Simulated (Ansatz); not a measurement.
The first iterations of a band of ClF4HZr (7 atoms, charge 0, multiplicity 1).

The calculation used RKS BHLYP-D4/def2-SVP (Ansatz 0.2.0).

- movable images: 5
- climbing image: yes
- spring: 5.0 eV/Å²
- optimiser: quadratic models (default)
- start path: through a guess of the saddle point
- force threshold: 0.05 eV/Å
- iteration limit: 60
- end points: relaxed

Initial state:

```xyz
7
Properties=species:S:1:pos:R:3
Zr -0.525 -0.360 -0.207
Cl 1.690 -1.239 0.139
F -1.441 -1.907 -0.774
F -1.483 0.127 1.348
F -0.750 0.800 -1.683
H 1.675 1.104 0.650
F 0.833 1.477 0.527
```

Final state:

```xyz
7
Properties=species:S:1:pos:R:3
Zr -0.703 0.122 -0.352
Cl 1.632 -0.960 1.231
F -0.482 -1.559 -1.204
F -1.496 0.017 1.369
F -2.021 0.983 -1.398
H 2.280 0.081 0.848
F 0.789 1.315 -0.494
```

| iteration | highest image above the first end (eV) | largest band force component (eV/Å) |
| --- | --- | --- |
| 1 | 1.869 | 4.890 |
| 2 | 0.869 | 2.558 |
| 3 | 0.514 | 1.516 |

Task: Does the band converge within its limit, and where does its top end?

Result: It converged. It ended after 10 iterations with the highest image 0.478 eV above the first end. A vibrational analysis at the climbing image gives one clearly imaginary mode, 705i cm⁻¹: a first-order saddle point. The orbitals stay closed-shell, which can raise the energy where a bond breaks towards radicals; this wasn't checked here.

The run took 2.4 min on 2 threads of Intel(R) Xeon(R) 6975P-C (Granite Rapids), on a shared host, peak memory 0.3 GiB.
